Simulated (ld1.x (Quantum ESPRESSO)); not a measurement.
## What the settings do to the PAW potential of cerium (Ce)

Base potential:

- Element: cerium
- Generator: ld1.x (Quantum ESPRESSO) 7.5
- Type: PAW
- Functional: BLYP
- Relativity: scalar-relativistic
- Frozen core: [Kr] 4d10
- Valence charge: 12
- Reference configuration: 4f1 5s2 5p6 5d0 6s0 6p0 (charge +3)
- Partial waves: 5s (bound): rcut 2.55, rcutus 2.80 bohr; 6s (bound, empty): rcut 2.55, rcutus 2.80 bohr; 5p (bound): rcut 2.55, rcutus 2.95 bohr; 6p (bound, empty): rcut 2.55, rcutus 2.95 bohr; 5d (bound, empty): rcut 1.95, rcutus 2.45 bohr; 5d channel at -1.25 Ry: rcut 1.95, rcutus 2.45 bohr; 4f (bound): rcut 1.40, rcutus 1.80 bohr; 4f channel at -1.3 Ry: rcut 1.40, rcutus 1.80 bohr
- Local potential: all-electron potential smoothed inside 2.40 bohr (lloc = -1)
- Core correction: Bessel-smoothed model core inside 1.60 bohr
- Augmentation charge: PSQ, inside the norm-conserving radii

All-electron outer shells of the reference configuration (BLYP, scalar-relativistic, ld1.x):

```
shell  level (eV)  outermost node (bohr)  outermost maximum (bohr)
   4p     -234.25                   0.33                      0.62
   4d     -133.74                   0.31                      0.66
   5s      -63.47                   0.75                      1.37
   5p      -45.70                   0.81                      1.53
   4f      -28.47                      –                      0.71
   5d      -23.60                   0.92                      2.02
   6s      -20.99                   1.77                      3.20
   6p      -16.42                   2.03                      3.68
```

Cutoffs, loose and tight: the cutoffs (Ry, on a coarse ladder) from which the occupation-weighted sum of valence levels, in a spherical-Bessel basis at the reference potential, stays within 10 and 1 mRy of its value at 400 Ry. They do not see the model core or the augmentation charge, which bear on the density cutoff. Test errors are all-electron minus pseudo excitation energies from the reference, over the configurations 4f1 5s2 5p6 5d1 6s2 6p0; 4f1 5s2 5p6 5d1 6s1 6p0; 4f1 5s2 5p6 5d1 6s0 6p0; 4f0 5s2 5p6 5d1 6s2 6p0; 4f2 5s2 5p6 5d1 6s0 6p0; 4f1 5s2 5p6 5d0 6s2 6p0; 4f1 5s2 5p6 5d1 6s1.5 6p0. A dash means not determined; rows that change the core or the reference have their own tests. The largest error is taken over the tests solved by every variant that gives reliable tests at all: 4f1 5s2 5p6 5d1 6s0 6p0; 4f1 5s2 5p6 5d1 6s1 6p0; 4f1 5s2 5p6 5d1 6s2 6p0.

A true bound ghost makes a file unfit for plane-wave use even where its test errors are small: the radial tests pick states by their node count and pass the ghost by.

Cutoffs are not given where the Bessel-basis levels miss the radial ones by over 6 mRy, ghosts where they miss by over 20 mRy; a channel whose overlap is not positive is not tested.

A file whose overlap is not positive is unfit for use, and its test errors describe a broken file.

| change | outcome | bound ghosts | largest test error (meV) |
| --- | --- | --- | --- |
| base | generated, overlap not positive | not determined (overlap not positive) | +25 |
| waves 5d (bound): rcut 1.54, rcutus 1.64 bohr; 5d channel at -1.25 Ry: rcut 1.54, rcutus 1.64 bohr | generated, overlap not positive | not determined (overlap not positive) | +30 |
| waves 5d (bound): rcut 1.84, rcutus 1.94 bohr; 5d channel at -1.25 Ry: rcut 1.84, rcutus 1.94 bohr | generated, overlap not positive | not determined (overlap not positive) | +29 |
| waves 5d (bound): rcut 1.95, rcutus 2.16 bohr; 5d channel at -1.25 Ry: rcut 1.95, rcutus 2.16 bohr | generated, overlap not positive | not determined (overlap not positive) | +27 |
| waves 5d (bound): rcut 1.95, rcutus 2.52 bohr; 5d channel at -1.25 Ry: rcut 1.95, rcutus 2.52 bohr | generated, overlap not positive | not determined (overlap not positive) | +25 |
| waves 5d (bound): rcut 1.95, rcutus 2.76 bohr; 5d channel at -1.25 Ry: rcut 1.95, rcutus 2.76 bohr | generated, overlap not positive | not determined (overlap not positive) | +22 |
| waves 5d (bound): rcut 1.95, rcutus 3.30 bohr; 5d channel at -1.25 Ry: rcut 1.95, rcutus 3.30 bohr | generated, overlap not positive | not determined (overlap not positive) | +26 |
| waves 5d (bound): rcut 1.95, rcutus 3.72 bohr; 5d channel at -1.25 Ry: rcut 1.95, rcutus 3.72 bohr | generated, overlap not positive | not determined (overlap not positive) | test run stopped at test 1 of 7 (negative rho) |

What comes out with this change to the base: waves 5d (bound): rcut 1.95, rcutus 3.08 bohr; 5d channel at -1.25 Ry: rcut 1.95, rcutus 3.08 bohr?

outcome: generated, overlap not positive; bound ghosts: d (p not tested, overlap not positive); largest test error (meV): +22. A file whose overlap is not positive is unfit for use, and its test errors describe a broken file.

Reading the sweep of the d radius (base included, trends over the rows without a ghost): Bound ghosts are found at 3.08 bohr. Every judged row has one, so this setting neither creates nor removes them.
